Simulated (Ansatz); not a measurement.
# Telling isomers of C2H5FSi apart by their spectra

These gas-phase data were calculated for one isomer of C2H5FSi at BLYP-D3(BJ)/def2-SVP (harmonic, unscaled wavenumbers; equilibrium rotational constants with average atomic masses):

- rotational constants: 10.73, 4.188, 3.124 GHz
- all wavenumbers above 1500 cm⁻¹: 3130, 3045, 3034, 2171, 2169, 1607

Candidates:

(1) `C=C[SiH2]F`, a singlet
(2) `CC[Si]F`, a singlet

Task: Which structure fits?

Result: Candidate (1). The band at 2171 cm⁻¹ lies where the Si–H stretch is expected; (2) has no mode between 2000 and 2380 cm⁻¹.

The same quantities for all candidates:

|  | rotational constants (GHz) | wavenumbers above 1500 cm⁻¹ | E above the lowest, BLYP-D3(BJ)/def2-SVP (kcal/mol) |
| --- | --- | --- | --- |
| (1) | 10.73, 4.188, 3.124 | 3130, 3045, 3034, 2171, 2169, 1607 | 0.0 |
| (2) | 9.832, 4.227, 3.087 | 3039, 3019, 2953, 2938, 2870 | 10.1 |

Harmonic stretches to hydrogen usually lie a few per cent above observed fundamentals. Each candidate is one conformer. Programs: Ansatz 0.2.0.
